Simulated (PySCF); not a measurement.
Computed IR spectrum (relative IR intensity) of a molecule C4H6F2. Coordinates come from a PBE-D3(BJ)/def2-SVP optimisation. Other conformers were not sampled. Method: PBE-D3(BJ)/def2-SVP (PySCF 2.14.0). Frequencies are harmonic and unscaled.

```tsv
ν (cm⁻¹)	relative intensity
731	6.0
956	3.3
1158	81
1231	39
1279	68
1354	4.2
1405	2.1
1414	10
1776	100
2953	11
2957	22
3018	17
3089	7.5
```

Question: Identify the compound among the candidates.
(A) C=CCC(F)F
(B) CC(C)=C(F)F
(C) C/C(F)=C(\C)F
(D) C[C@@H]1CC1(F)F

Answer: B, CC(C)=C(F)F
